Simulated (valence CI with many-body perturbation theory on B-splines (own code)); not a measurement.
Ni13+: calculated level list

Computed by relativistic CI+MBPT: five valence electrons over a frozen Dirac-Fock core [Ne], a basis of 11 s, 11 p, 10 d, 8 f, 5 g, 2 h functions for each j, with the one-electron correlation potential Σ1 (screened to all orders), the two-electron term Σ2, the three-electron term Σ3, Breit, model QED; selected single and double excitations, second order for the rest, scaled by the run's own slope (own B-spline code, finite nucleus).

No measured levels were compared; by estimate levels of excited configurations hold to 0.05 to 0.15 % of their energy, terms of the ground configuration to about 0.5 %. Among the levels kept, up to 3200 cm⁻¹ of a level comes from second order outside the variational space, and about a tenth of that is noise between levels of different J, which matters for small intervals.

Levels 136 to 172 of 172, with energies above the lowest level, 3s2.3p3 4S°_3/2. "Leading %" is the weight of the configuration and term that name the level; weights of strongly mixed levels are sums over their largest components and can fall short. Lifetimes count E1, E2, E3, M1 and M2 decay at the calculated energies, and are blank where another channel may lead or the interval is too uncertain; long ones can be off by a factor of two.

| No. | Configuration | Term | J | E (cm⁻¹) | Leading % | Lifetime | g |
| --- | --- | --- | --- | --- | --- | --- | --- |
| 136 | 3s2.3p.3d2 | 2G° | 9/2 | 1117800 | 66 | 11.6 ps | 1.107 |
| 137 | 3s.3p3.3d | 2D° | 5/2 | 1125900 | 66 | 7.23 ps | 1.195 |
| 138 | 3s.3p3.3d | 2D° | 3/2 | 1129400 | 64 | 6.36 ps | 0.828 |
| 139 | 3s2.3p.3d2 | 4D° | 7/2 | 1132800 | 79 | 7.00 ps | 1.419 |
| 140 | 3s2.3p.3d2 | 4D° | 5/2 | 1134400 | 76 | 6.97 ps | 1.360 |
| 141 | 3s2.3p.3d2 | 4D° | 3/2 | 1136100 | 77 | 6.82 ps | 1.191 |
| 142 | 3s2.3p.3d2 | 4D° | 1/2 | 1137100 | 40 | 6.64 ps | 0.806 |
| 143 | 3s2.3p.3d2 | 4D° | 1/2 | 1138100 | 31 | 6.63 ps | 1.215 |
| 144 | 3s2.3p.3d2 | 2F° | 7/2 | 1165200 | 75 | 10.0 ps | 1.134 |
| 145 | 3s2.3p.3d2 | 2P° | 3/2 | 1167500 | 52 | 5.95 ps | 1.279 |
| 146 | 3s2.3p.3d2 | 2F° | 5/2 | 1168400 | 73 | 8.41 ps | 0.868 |
| 147 | 3s2.3p.3d2 | 2P° | 1/2 | 1172900 | 87 | 12.3 ps | 0.664 |
| 148 | 3s2.3p.3d2 | 4S° | 3/2 | 1174600 | 73 | 5.03 ps | 1.967 |
| 149 | 3p4.3d | 4D | 5/2 | 1176800 | 64 | 61.4 ps | 1.359 |
| 150 | 3p4.3d | 4D | 3/2 | 1178200 | 62 | 61.8 ps | 1.188 |
| 151 | 3p4.3d | 4D | 7/2 | 1178400 | 68 | 58.3 ps | 1.418 |
| 152 | 3p4.3d | 4D | 1/2 | 1181000 | 63 | 59.8 ps | 0.099 |
| 153 | 3s2.3p.3d2 | 2P° | 1/2 | 1185100 | 42 | 5.50 ps | 0.668 |
| 154 | 3s2.3p.3d2 | 2D° | 3/2 | 1189800 | 52 | 6.39 ps | 0.923 |
| 155 | 3s2.3p.3d2 | 2P° | 3/2 | 1193800 | 67 | 9.95 ps | 1.279 |
| 156 | 3s2.3p.3d2 | 2D° | 5/2 | 1194400 | 66 | 6.72 ps | 1.182 |
| 157 | 3s2.3p.3d2 | 2G° | 7/2 | 1201300 | 53 | 6.91 ps | 0.997 |
| 158 | 3s.3p2.3d2 | 6G | 3/2 | 1202000 | 97 | 4.11 ns | 0.012 |
| 159 | 3s.3p2.3d2 | 6G | 5/2 | 1204800 | 97 | 2.71 ns | 0.865 |
| 160 | 3s2.3p.3d2 | 2G° | 9/2 | 1206200 | 91 | 7.34 ps | 1.110 |
| 161 | 3p4.3d | 2P | 1/2 | 1207400 | 62 | 65.9 ps | 0.715 |
| 162 | 3s.3p2.3d2 | 6G | 7/2 | 1208700 | 96 | 1.80 ns | 1.149 |
| 163 | 3p4.3d | 4F | 9/2 | 1210800 | 53 | 63.0 ps | 1.293 |
| 164 | 3s2.3p.3d2 | 2F° | 5/2 | 1213800 | 77 | 8.03 ps | 0.867 |
| 165 | 3s.3p2.3d2 | 6G | 9/2 | 1214000 | 93 | 844 ps | 1.276 |
| 166 | 3p4.3d | 2D | 3/2 | 1214300 | 50 | 127 ps | 0.890 |
| 167 | 3s2.3p.3d2 | 2F° | 7/2 | 1215500 | 40 | 7.81 ps | 1.039 |
| 168 | 3p4.3d | 2P | 3/2 | 1216300 | 41 | 69.9 ps | 1.416 |
| 169 | 3p4.3d | 4F | 7/2 | 1218100 | 45 | 60.9 ps | 1.150 |
| 170 | 3p4.3d | 4P | 1/2 | 1218200 | 48 | 110 ps | 2.512 |
| 171 | 3s.3p2.3d2 | 6G | 11/2 | 1220100 | 97 | 2.94 ns | 1.343 |
| 172 | 3p4.3d | 4F | 5/2 | 1224800 | 56 | 57.1 ps | 1.047 |

Names give the largest LS component (configuration and term), which can be under half, so a name can repeat, a term be missing and a line seem to break the LS rules; names also repeat where a configuration has a term twice.

Where two levels of one J and parity lie close, their mixing, g and order are uncertain.
